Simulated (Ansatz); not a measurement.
Computed with B3LYP-D3(BJ)/def2-TZVP in Ansatz (a quantum-chemistry and plane-wave program). No frequencies were computed at this level.

Ansatz 0.2 input:
```yaml
crystal:
  periodic: [false, false, false]
  atoms:
    - { symbol: N, position_ang: [1.741401, -0.010823, -0.338186] }
    - { symbol: C, position_ang: [0.594845, 0.002439, 0.116685] }
    - { symbol: Si, position_ang: [-1.136498, -0.005129, -0.236939] }
    - { symbol: H, position_ang: [2.525542, 0.005968, 0.3126] }
    - { symbol: H, position_ang: [-1.86137, 1.222102, 0.040546] }
    - { symbol: H, position_ang: [-1.863919, -1.214556, 0.105294] }
basis:
  gaussian: { orbitals: def2-tzvp }
hamiltonian:
  xc: b3lyp
  dispersion: d3bj
relax:
  max_steps: 150
```

Output:

```
Functional definition: B3LYP
728 factors; their error is unknown
mean field evaluation 1: about -10444.2787 eV, gradient 5.9e1 eV
mean field evaluation 2: about -10407.9453 eV, gradient 1.2e2 eV
mean field evaluation 4: about -10451.6073 eV, gradient 2.2e1 eV
mean field evaluation 8: about -10452.6523 eV, gradient 3.5e-2 eV
mean field evaluation 16: about -10452.6816 eV, gradient 3.7e-5 eV
mean field -10452.68157288 eV, -384.1289627212 hartree, gradient 3.7e-5 eV, S^2 0.000000; 0 other end points of the search recorded, 0 dependent functions left out
reference -10452.68179381 eV, -384.1289708403 hartree; 15, 15 occupied and 102, 102 virtual orbitals, 728 factors
relax step   1: F+E_penalty+E_count = -10452.86833044 eV  Δ(F+E_penalty+E_count) = +0.000e0 eV  max|allowed force component| = 1.149e0 eV/Å  Δτ_max = 0.0000 Å  (28 SCF iters, accepted)
these checks for a lower state are left out or cut short: starts, cluster_reference, orbital_swaps, neighbouring_geometries, increment
728 factors; their error is unknown
mean field -10452.84714686 eV, -384.1350474529 hartree, gradient 1.3e-5 eV, S^2 0.000000; 0 other end points of the search recorded, 0 dependent functions left out
reference -10452.84736475 eV, -384.1350554602 hartree; 15, 15 occupied and 102, 102 virtual orbitals, 728 factors
relax step   2: F+E_penalty+E_count = -10453.03439119 eV  Δ(F+E_penalty+E_count) = -1.661e-1 eV  max|allowed force component| = 1.323e0 eV/Å  Δτ_max = 0.1298 Å  (30 SCF iters, accepted)
these checks for a lower state are left out or cut short: starts, cluster_reference, orbital_swaps, neighbouring_geometries, increment
728 factors; their error is unknown
mean field -10452.93029362 eV, -384.1381030398 hartree, gradient 2.3e-5 eV, S^2 0.000000; 0 other end points of the search recorded, 0 dependent functions left out
reference -10452.93051418 eV, -384.1381111453 hartree; 15, 15 occupied and 102, 102 virtual orbitals, 728 factors
relax step   3: F+E_penalty+E_count = -10453.11929816 eV  Δ(F+E_penalty+E_count) = -8.491e-2 eV  max|allowed force component| = 1.305e0 eV/Å  Δτ_max = 0.1681 Å  (38 SCF iters, accepted)
these checks for a lower state are left out or cut short: starts, cluster_reference, orbital_swaps, neighbouring_geometries, increment
728 factors; their error is unknown
mean field evaluation 32: about -10452.9282 eV, gradient 2.5e0 eV
mean field -10452.97158313 eV, -384.1396204014 hartree, gradient 2.1e-5 eV, S^2 0.000000; 0 other end points of the search recorded, 0 dependent functions left out
reference -10452.97180392 eV, -384.1396285154 hartree; 15, 15 occupied and 102, 102 virtual orbitals, 728 factors
relax step   4: F+E_penalty+E_count = -10453.16071912 eV  Δ(F+E_penalty+E_count) = -4.142e-2 eV  max|allowed force component| = 6.083e-1 eV/Å  Δτ_max = 0.0284 Å  (33 SCF iters, accepted)
these checks for a lower state are left out or cut short: starts, cluster_reference, orbital_swaps, neighbouring_geometries, increment
728 factors; their error is unknown
mean field -10452.98275851 eV, -384.1400310892 hartree, gradient 2.4e-5 eV, S^2 0.000000; 0 other end points of the search recorded, 0 dependent functions left out
reference -10452.98298037 eV, -384.1400392423 hartree; 15, 15 occupied and 102, 102 virtual orbitals, 728 factors
relax step   5: F+E_penalty+E_count = -10453.17110774 eV  Δ(F+E_penalty+E_count) = -1.039e-2 eV  max|allowed force component| = 3.554e-1 eV/Å  Δτ_max = 0.0437 Å  (31 SCF iters, accepted)
these checks for a lower state are left out or cut short: starts, cluster_reference, orbital_swaps, neighbouring_geometries, increment
728 factors; their error is unknown
mean field -10452.98640449 eV, -384.1401650763 hartree, gradient 2.0e-5 eV, S^2 0.000000; 0 other end points of the search recorded, 0 dependent functions left out
reference -10452.98662717 eV, -384.1401732597 hartree; 15, 15 occupied and 102, 102 virtual orbitals, 728 factors
relax step   6: F+E_penalty+E_count = -10453.17447917 eV  Δ(F+E_penalty+E_count) = -3.371e-3 eV  max|allowed force component| = 4.164e-1 eV/Å  Δτ_max = 0.0505 Å  (33 SCF iters, accepted)
these checks for a lower state are left out or cut short: starts, cluster_reference, orbital_swaps, neighbouring_geometries, increment
728 factors; their error is unknown
mean field -10452.99223153 eV, -384.1403792162 hartree, gradient 2.0e-5 eV, S^2 0.000000; 0 other end points of the search recorded, 0 dependent functions left out
reference -10452.99245460 eV, -384.1403874139 hartree; 15, 15 occupied and 102, 102 virtual orbitals, 728 factors
relax step   7: F+E_penalty+E_count = -10453.18068006 eV  Δ(F+E_penalty+E_count) = -6.201e-3 eV  max|allowed force component| = 1.519e-1 eV/Å  Δτ_max = 0.0161 Å  (33 SCF iters, accepted)
these checks for a lower state are left out or cut short: starts, cluster_reference, orbital_swaps, neighbouring_geometries, increment
728 factors; their error is unknown
mean field evaluation 64: about -10452.9345 eV, gradient 5.0e-5 eV
mean field -10452.93447015 eV, -384.1382565245 hartree, gradient 1.9e-5 eV, S^2 0.000000; 0 other end points of the search recorded, 0 dependent functions left out
reference -10452.93469196 eV, -384.1382646759 hartree; 15, 15 occupied and 102, 102 virtual orbitals, 728 factors
relax step   8: F+E_penalty+E_count = -10453.12342034 eV  Δ(F+E_penalty+E_count) = +5.726e-2 eV  max|allowed force component| = 6.084e-1 eV/Å  Δτ_max = 0.1248 Å  (37 SCF iters, rejected (line search))
these checks for a lower state are left out or cut short: starts, cluster_reference, orbital_swaps, neighbouring_geometries, increment
728 factors; their error is unknown
mean field -10452.99457358 eV, -384.1404652849 hartree, gradient 2.3e-5 eV, S^2 0.000000; 0 other end points of the search recorded, 0 dependent functions left out
reference -10452.99479595 eV, -384.1404734569 hartree; 15, 15 occupied and 102, 102 virtual orbitals, 728 factors
relax step   9: F+E_penalty+E_count = -10453.18232974 eV  Δ(F+E_penalty+E_count) = -1.650e-3 eV  max|allowed force component| = 2.584e-1 eV/Å  Δτ_max = 0.0588 Å  (32 SCF iters, accepted)
these checks for a lower state are left out or cut short: starts, cluster_reference, orbital_swaps, neighbouring_geometries, increment
728 factors; their error is unknown
mean field -10452.99891567 eV, -384.1406248536 hartree, gradient 1.9e-5 eV, S^2 0.000000; 0 other end points of the search recorded, 0 dependent functions left out
reference -10452.99913795 eV, -384.1406330224 hartree; 15, 15 occupied and 102, 102 virtual orbitals, 728 factors
relax step  10: F+E_penalty+E_count = -10453.18722473 eV  Δ(F+E_penalty+E_count) = -4.895e-3 eV  max|allowed force component| = 6.307e-2 eV/Å  Δτ_max = 0.0245 Å  (32 SCF iters, accepted)
these checks for a lower state are left out or cut short: starts, cluster_reference, orbital_swaps, neighbouring_geometries, increment
728 factors; their error is unknown
mean field -10452.99939951 eV, -384.1406426346 hartree, gradient 1.9e-5 eV, S^2 0.000000; 0 other end points of the search recorded, 0 dependent functions left out
reference -10452.99962191 eV, -384.1406508077 hartree; 15, 15 occupied and 102, 102 virtual orbitals, 728 factors
relax step  11: F+E_penalty+E_count = -10453.18773983 eV  Δ(F+E_penalty+E_count) = -5.151e-4 eV  max|allowed force component| = 3.613e-2 eV/Å  Δτ_max = 0.0100 Å  (32 SCF iters, accepted)
these checks for a lower state are left out or cut short: starts, cluster_reference, orbital_swaps, neighbouring_geometries, increment
728 factors; their error is unknown
mean field -10452.99963167 eV, -384.1406511661 hartree, gradient 2.0e-5 eV, S^2 0.000000; 0 other end points of the search recorded, 0 dependent functions left out
reference -10452.99985425 eV, -384.1406593458 hartree; 15, 15 occupied and 102, 102 virtual orbitals, 728 factors
relax step  12: F+E_penalty+E_count = -10453.18801128 eV  Δ(F+E_penalty+E_count) = -2.715e-4 eV  max|allowed force component| = 3.410e-2 eV/Å  Δτ_max = 0.0148 Å  (34 SCF iters, accepted)
these checks for a lower state are left out or cut short: starts, cluster_reference, orbital_swaps, neighbouring_geometries, increment
728 factors; their error is unknown
mean field evaluation 96: about -10452.9697 eV, gradient 5.9e-1 eV
mean field -10452.99970601 eV, -384.1406538980 hartree, gradient 1.9e-5 eV, S^2 0.000000; 0 other end points of the search recorded, 0 dependent functions left out
reference -10452.99992852 eV, -384.1406620755 hartree; 15, 15 occupied and 102, 102 virtual orbitals, 728 factors
relax step  13: F+E_penalty+E_count = -10453.18812129 eV  Δ(F+E_penalty+E_count) = -1.100e-4 eV  max|allowed force component| = 1.716e-2 eV/Å  Δτ_max = 0.0069 Å  (33 SCF iters, accepted)
these checks for a lower state are left out or cut short: starts, cluster_reference, orbital_swaps, neighbouring_geometries, increment
728 factors; their error is unknown
mean field -10452.99975188 eV, -384.1406555840 hartree, gradient 1.9e-5 eV, S^2 0.000000; 0 other end points of the search recorded, 0 dependent functions left out
reference -10452.99997442 eV, -384.1406637620 hartree; 15, 15 occupied and 102, 102 virtual orbitals, 728 factors
relax step  14: F+E_penalty+E_count = -10453.18815775 eV  Δ(F+E_penalty+E_count) = -3.646e-5 eV  max|allowed force component| = 7.874e-3 eV/Å  Δτ_max = 0.0025 Å  (33 SCF iters, accepted)
728 factors; their error is unknown
mean field evaluation 128: about -10452.9998 eV, gradient 5.9e-5 eV
mean field -10452.99975188 eV, -384.1406555840 hartree, gradient 5.8e-5 eV, S^2 0.000000; 1 other end points of the search recorded, 0 dependent functions left out
reference -10452.99997442 eV, -384.1406637620 hartree; 15, 15 occupied and 102, 102 virtual orbitals, 728 factors
Total energy: -10453.18838028 eV, -384.1475875497 hartree
Atom 0 at     1.688837    -0.009479    -0.255552 Å, force     0.006945     0.001746     0.007875 eV/Å
Atom 1 at     0.501246    -0.003256    -0.149838 Å, force     0.000577    -0.003259    -0.001671 eV/Å
Atom 2 at    -1.274052    -0.013901    -0.568568 Å, force    -0.000362    -0.000213    -0.001893 eV/Å
Atom 3 at     2.396607     0.008647     0.468638 Å, force    -0.006598     0.000712    -0.006650 eV/Å
Atom 4 at    -1.656775     1.198927     0.219177 Å, force     0.000451     0.000232     0.001527 eV/Å
Atom 5 at    -1.655864    -1.180937     0.286142 Å, force    -0.001012     0.000781     0.000812 eV/Å
Dipole moment:     0.452384     0.007228     0.283953 e Å
```

Cost: about 30 core-seconds (a rough figure).
